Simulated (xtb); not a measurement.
CH₂O, triplet, from a rough starting geometry (a higher spin typed on purpose: for a closed-shell molecule this is an excited state); xtb with GFN2-xTB.

Here is a job for xtb.
```
$ xtb mol.xyz --gfn 2 --uhf 2 --opt vtight --json

# file mol.xyz
4

C     -0.06072319     0.00183616     0.01505723
O      1.10540411    -0.21826238    -0.01357324
H     -0.75058322    -0.82960531    -0.03730831
H     -0.37091964     1.01439929     0.04621805
```

Task: Write the output that xtb gives for this input, abridged.

Result: 
```
   ID    Z sym.   atoms
    1    6 C      1
    2    8 O      2
    3    1 H      3, 4

           -------------------------------------------------
          |                Calculation Setup                |
           -------------------------------------------------

           -------------------------------------------------
          |                 G F N 2 - x T B                 |
           -------------------------------------------------

          ...................................................
          :                      SETUP                      :
          :.................................................:
          :  # basis functions                  10          :
          :  # atomic orbitals                  10          :
          :  # shells                            6          :
          :  # electrons                        12          :
          :  max. iterations                   250          :
          :  Hamiltonian                  GFN2-xTB          :
          :  restarted?                      false          :
          :  GBSA solvation                  false          :
          :  PC potential                    false          :
          :  electronic temp.          300.0000000     K    :
          :  accuracy                    1.0000000          :
          :  -> integral cutoff          0.2500000E+02      :
          :  -> integral neglect         0.1000000E-07      :
          :  -> SCF convergence          0.1000000E-05 Eh   :
          :  -> wf. convergence          0.1000000E-03 e    :
          :  Broyden damping             0.4000000          :
          :  net charge                          0          :
          :  unpaired electrons                  2          :
          ...................................................

 iter      E             dE          RMSdq      gap      omega  full diag
   1     -7.1057368 -0.710574E+01  0.356E+00   10.50       0.0  T
   2     -7.1067037 -0.966880E-03  0.217E+00   10.48       1.0  T
   3     -7.1066281  0.756265E-04  0.395E-01   10.33       1.0  T
   4     -7.1070135 -0.385419E-03  0.153E-01   10.35       1.0  T
   5     -7.1070157 -0.217735E-05  0.193E-02   10.36       2.6  T
   6     -7.1070166 -0.865921E-06  0.878E-03   10.36       5.7  T
   7     -7.1070167 -0.136986E-06  0.195E-03   10.36      25.7  T
   8     -7.1070167 -0.688658E-09  0.173E-04   10.36     289.6  T
   9     -7.1070167 -0.965485E-10  0.323E-05   10.36    1547.2  T

   *** convergence criteria satisfied after 9 iterations ***

 transition dipole moment (au) for excitation:           6           7
     X       Y       Z
   0.0026   0.0105  -0.0003  total (au/Debye):    0.011   0.028
 dE (eV)             :    4.445
 oscillator strength :  0.18206E-04

         :::::::::::::::::::::::::::::::::::::::::::::::::::::
         ::                     SUMMARY                     ::
         :::::::::::::::::::::::::::::::::::::::::::::::::::::
         :: total energy              -7.024429969166 Eh    ::
         :: gradient norm              0.212959872014 Eh/a0 ::
         :: HOMO-LUMO gap             10.360231642296 eV    ::
         ::.................................................::
         :: SCC energy                -7.107016698432 Eh    ::
         :: -> isotropic ES            0.014375335224 Eh    ::
         :: -> anisotropic ES          0.000178176922 Eh    ::
         :: -> anisotropic XC          0.000707710833 Eh    ::
         :: -> dispersion             -0.000624150668 Eh    ::
         :: repulsion energy           0.082586729266 Eh    ::
         :: add. restraining           0.000000000000 Eh    ::
         :: total charge              -0.000000000000 e     ::
         :::::::::::::::::::::::::::::::::::::::::::::::::::::

      -----------------------------------------------------------
     |                   =====================                   |
     |                        A N C O P T                        |
     |                   =====================                   |
     |               Approximate Normal Coordinate               |
     |                Rational Function Optimizer                |
      -----------------------------------------------------------
      -----------------------------------------------------------
     |                   =====================                   |
     |                        A N C O P T                        |
     |                   =====================                   |
     |               Approximate Normal Coordinate               |
     |                Rational Function Optimizer                |
      -----------------------------------------------------------

          ...................................................
          :                      SETUP                      :
          :.................................................:
          :   optimization level         verytight          :
          :   max. optcycles                   200          :
          :   ANC micro-cycles                  20          :
          :   degrees of freedom                 6          :
          :.................................................:
          :   RF solver                   davidson          :
          :   write xtbopt.log                true          :
          :   linear?                        false          :
          :   energy convergence         0.1000000E-06 Eh   :
          :   grad. convergence          0.2000000E-03 Eh/α :
          :   maxmium RF displ.          1.0000000          :
          :   Hlow (freq-cutoff)         0.1000000E-01      :
          :   Hmax (freq-cutoff)         5.0000000          :
          :   S6 in model hess.         20.0000000          :
          ...................................................

generating ANC from exact Hessian ...
Using Lindh-Hessian (1995)
 Shifting diagonal of input Hessian by    9.3945288386670916E-003
[...]
 * total energy  :    -7.0394525 Eh     change       -0.1502250E-01 Eh
 * total energy  :    -7.0395153 Eh     change       -0.6278503E-04 Eh
 * total energy  :    -7.0408280 Eh     change       -0.1312765E-02 Eh
 * total energy  :    -7.0418077 Eh     change       -0.9797255E-03 Eh
 * total energy  :    -7.0118046 Eh     change        0.3000315E-01 Eh
 * total energy  :    -7.0426637 Eh     change       -0.3085914E-01 Eh
 * total energy  :    -7.0429792 Eh     change       -0.3154769E-03 Eh
 * total energy  :    -7.0430680 Eh     change       -0.8880851E-04 Eh
 * total energy  :    -7.0430786 Eh     change       -0.1061788E-04 Eh
 * total energy  :    -7.0430884 Eh     change       -0.9773146E-05 Eh
 * total energy  :    -7.0430901 Eh     change       -0.1717420E-05 Eh
 * total energy  :    -7.0430903 Eh     change       -0.1614980E-06 Eh
 * total energy  :    -7.0430903 Eh     change       -0.6179770E-07 Eh
   *** GEOMETRY OPTIMIZATION CONVERGED AFTER 14 ITERATIONS ***
[...]
          :  # shells                            6          :
          :  # electrons                        12          :
          :  max. iterations                   250          :
          :  Hamiltonian                  GFN2-xTB          :
          :  restarted?                      false          :
          :  GBSA solvation                  false          :
          :  PC potential                    false          :
          :  electronic temp.          300.0000000     K    :
          :  accuracy                    1.0000000          :
          :  -> integral cutoff          0.2500000E+02      :
          :  -> integral neglect         0.1000000E-07      :
          :  -> SCF convergence          0.1000000E-05 Eh   :
          :  -> wf. convergence          0.1000000E-03 e    :
          :  Broyden damping             0.4000000          :
          :  net charge                          0          :
          :  unpaired electrons                  2          :
          ...................................................

 iter      E             dE          RMSdq      gap      omega  full diag
   1     -7.0952759 -0.709528E+01  0.271E-05   11.96       0.0  T
   2     -7.0952759 -0.176748E-12  0.179E-05   11.96    2796.5  T
   3     -7.0952759 -0.639488E-13  0.528E-06   11.96    9474.0  T

   *** convergence criteria satisfied after 3 iterations ***

 transition dipole moment (au) for excitation:           6           7
     X       Y       Z
  -0.0261  -0.1289  -0.0054  total (au/Debye):    0.132   0.335
 dE (eV)             :    3.123
 oscillator strength :  0.18743E-02

         :::::::::::::::::::::::::::::::::::::::::::::::::::::
         ::                     SUMMARY                     ::
         :::::::::::::::::::::::::::::::::::::::::::::::::::::
         :: total energy              -7.043090349584 Eh    ::
         :: gradient norm              0.000055232849 Eh/a0 ::
         :: HOMO-LUMO gap             11.964557284197 eV    ::
         ::.................................................::
         :: SCC energy                -7.095275929435 Eh    ::
         :: -> isotropic ES            0.015503068659 Eh    ::
         :: -> anisotropic ES          0.000772127503 Eh    ::
         :: -> anisotropic XC          0.001498677528 Eh    ::
         :: -> dispersion             -0.000624164173 Eh    ::
         :: repulsion energy           0.052185579851 Eh    ::
         :: add. restraining           0.000000000000 Eh    ::
         :: total charge              -0.000000000000 e     ::
         :::::::::::::::::::::::::::::::::::::::::::::::::::::

           -------------------------------------------------
          |                Property Printout                |
           -------------------------------------------------

    * Orbital Energies and Occupations

         #    Occupation            Energy/Eh            Energy/eV
      -------------------------------------------------------------
         1        2.0000           -0.7091200             -19.2961
         2        2.0000           -0.6150240             -16.7357
         3        2.0000           -0.5525135             -15.0347
         4        2.0000           -0.5398460             -14.6900
         5        2.0000           -0.5118627             -13.9285
         6        1.0000           -0.4179917             -11.3741
         7        1.0000           -0.3032090              -8.2507 (HOMO)
         8                          0.1364804               3.7138 (LUMO)
         9                          0.1851038               5.0369
        10                          0.3543109               9.6413
      -------------------------------------------------------------
                  HL-Gap            0.4396894 Eh           11.9646 eV
             Fermi-level           -0.2741458 Eh           -7.4599 eV

     #   Z          covCN         q      C6AA      α(0)
     1   6 C        2.701     0.011    27.755     8.623
     2   8 O        0.855    -0.261    19.096     5.859
     3   1 H        0.923     0.125     1.572     1.961
     4   1 H        0.923     0.125     1.571     1.960

 Mol. C6AA /au·bohr⁶  :        146.372024
 Mol. C8AA /au·bohr⁸  :       3188.853391
 Mol. α(0) /au        :         18.402617

Wiberg/Mayer (AO) data.
largest (>0.10) Wiberg bond orders for each atom

 ---------------------------------------------------------------------------
     #   Z sym  total        # sym  WBO       # sym  WBO       # sym  WBO
 ---------------------------------------------------------------------------
     1   6 C    3.334 --     2 O    1.708     3 H    0.813     4 H    0.813
     2   8 O    1.926 --     1 C    1.708     4 H    0.109     3 H    0.109
     3   1 H    0.956 --     1 C    0.813     2 O    0.109
     4   1 H    0.956 --     1 C    0.813     2 O    0.109
 ---------------------------------------------------------------------------

Topologies differ in total number of bonds
Writing topology from bond orders to xtbtopo.mol

molecular dipole:
                 x           y           z       tot (Debye)
 q only:       -0.869       0.174       0.033
   full:       -1.048       0.218      -0.137       2.744
molecular quadrupole (traceless):
                xx          xy          yy          xz          yz          zz
 q only:       -1.241       0.514       1.098       0.232      -0.003       0.142
  q+dip:       -1.923       0.862       2.131       0.675      -0.025      -0.209
   full:       -2.062       0.913       2.224       0.618      -0.011      -0.162

optimized geometry written to: xtbopt.xyz

           -------------------------------------------------
          | TOTAL ENERGY               -7.043090349584 Eh   |
          | GRADIENT NORM               0.000055232849 Eh/α |
          | HOMO-LUMO GAP              11.964557284197 eV   |
           -------------------------------------------------

normal termination of xtb
```
